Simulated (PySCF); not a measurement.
## UHF on V¹²⁺ (vanadium, charge +12)

Configuration: [Ne] 3s1, 2S determinant. All numbers are calculated (PySCF 2.14, scalar relativity by spin-free X2C-1e, in an uncontracted even-tempered set (19 s from 0.69 bohr⁻², ratio 2.5; 11 p from 0.9 bohr⁻², ratio 2.5; 5 d from 3.8 bohr⁻², ratio 2.7; 4 f from 5.8 bohr⁻², ratio 2.7)).

- Total energy: -889.446428 hartree
- One-electron energy: -1074.9164 hartree
- Hartree (Coulomb) energy: 221.6563 hartree
- Exchange energy: -36.1863 hartree
- ⟨S²⟩: 0.7500
- ⟨L²⟩: 0.000
- Sum of ⟨r⟩: 3.151 bohr
- Sum of ⟨r²⟩: 1.485 bohr²

```json
{"shell": "1s α", "electrons": "1", "mean orbital energy (eV)": "-5855.5", "rms radius, mean of both spins (bohr)": "0.0767"}
{"shell": "1s β", "electrons": "1", "mean orbital energy (eV)": "-5853.4", "rms radius, mean of both spins (bohr)": "0.0767"}
{"shell": "2s α", "electrons": "1", "mean orbital energy (eV)": "-972.50", "rms radius, mean of both spins (bohr)": "0.328"}
{"shell": "2s β", "electrons": "1", "mean orbital energy (eV)": "-969.41", "rms radius, mean of both spins (bohr)": "0.328"}
{"shell": "2p α", "electrons": "3", "mean orbital energy (eV)": "-862.24", "rms radius, mean of both spins (bohr)": "0.298"}
{"shell": "2p β", "electrons": "3", "mean orbital energy (eV)": "-860.96", "rms radius, mean of both spins (bohr)": "0.298"}
{"shell": "3s α", "electrons": "1", "mean orbital energy (eV)": "-335.77", "rms radius, mean of both spins (bohr)": "0.852"}
```

Densities and radii are taken from the X2C orbitals without a picture-change correction, which distorts them close to the nucleus.
